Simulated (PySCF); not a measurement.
Which basis set comes closest?

Molecule: `InChI=1S/C3H7ClO2S/c1-2-3-7(4,5)6/h2-3H2,1H3`.

Cartesian coordinates in Å; atom numbers follow the order of the lines, from 1:
```xyz
14

C    -3.3935    3.5206   -1.1723
C    -4.1714    2.7956   -2.2590
C    -5.0726    1.6781   -1.7674
S    -6.5451    2.1925   -0.8830
O    -7.3345    1.0185   -0.5844
O    -6.2290    3.1727    0.1342
Cl   -7.5389    3.2189   -2.4322
H    -2.7915    2.8153   -0.5777
H    -4.0641    4.0525   -0.4843
H    -2.7053    4.2529   -1.6182
H    -4.7766    3.5021   -2.8501
H    -3.4740    2.3289   -2.9743
H    -4.5788    1.0223   -1.0299
H    -5.4713    1.0494   -2.5763
```

Geometry PBE0-D3(BJ)/def2-SVP throughout; GIAO in PySCF 2.14.0 with density-fitted response routines, gas phase, one conformer, non-relativistic; equivalent atoms averaged; functional PBE0.

Reference values (measured; solution, not stated per compound (mostly CDCl3 or CCl4); Pretsch, Buehlmann, Badertscher, Structure Determination of Organic Compounds, 4th ed. (2009)): δ(C3) = 67.1 ppm, δ(C2) = 18.4 ppm, δ(C1) = 12.1 ppm. Computed shifts are taken against TMS, calculated as an isolated molecule at each level.

Question: How do the basis sets pcSseg-0, cc-pVDZ, def2-SVP, aug-cc-pVDZ, def2-TZVP, cc-pVTZ perform against the reference? Times are CPU seconds on 1 thread of an Arm Neoverse V1, shared host.

Answer: 
| basis set | functions | C3 | C2 | C1 | mean abs. error C | core-s |
| --- | --- | --- | --- | --- | --- | --- |
| pcSseg-0 | 85 | 80.6 | 19.6 | 13.8 | 5.5 | 8.4 |
| cc-pVDZ | 141 | 69.8 | 21.0 | 13.1 | 2.1 | 16 |
| def2-SVP | 141 | 68.8 | 18.1 | 11.6 | 0.8 | 19 |
| aug-cc-pVDZ | 232 | 70.6 | 21.4 | 12.4 | 2.3 | 37 |
| def2-TZVP | 271 | 71.4 | 21.4 | 13.0 | 2.7 | 47 |
| cc-pVTZ | 316 | 70.7 | 21.1 | 12.8 | 2.3 | 57 |

For ¹³C the closest is def2-SVP (0.8 ppm) and the furthest pcSseg-0 (5.5 ppm). Where a smaller basis beats a larger one, errors probably cancel. One molecule is a small sample, and vibrational and solvent effects are absent from the calculation.

A small basis that lands close on one nucleus may do so by chance; judge by the trend and by all nuclei.
